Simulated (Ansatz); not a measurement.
Correlation energies of CH5InS (`C[S][InH2]`) by basis set

Cartesian coordinates in Å:
```
C -1.0501 -0.1858 -0.9840
S -0.8649 -0.6198 0.7738
In 1.2972 0.1996 1.3158
H -1.2014 -1.0990 -1.5594
H -0.1748 0.3357 -1.3706
H -1.9238 0.4553 -1.0987
H 2.0987 0.9539 -0.0037
H 1.8191 -0.0399 2.9268
```

Charge 0, multiplicity 1. Correlated methods include outer-core shells of In, which these sets cover unevenly. In takes the def2 core potential. All single points use the PBE0-D4/def2-TZVP geometry. Frozen core, restricted reference, the Gaussian-basis code of Ansatz.

```tsv
basis	HF (Eh)	MP2 corr.	CCSD corr.	(T)	CCSD(T) total
def2-SVP	?	-0.36862	-0.41421	-0.01270	?
def2-TZVPP	?	?	-0.68186	?	?
def2-QZVPP	-627.56705	-0.86500	–	–	–
```

Problem. Fill in the withheld values. (Estimate.)

Solution. Computed: def2-SVP HF (Eh): -627.36014; def2-SVP CCSD(T) total: -627.78705; def2-TZVPP HF (Eh): -627.55240; def2-TZVPP MP2 corr.: -0.64935; def2-TZVPP (T): -0.02549; def2-TZVPP CCSD(T) total: -628.25975.
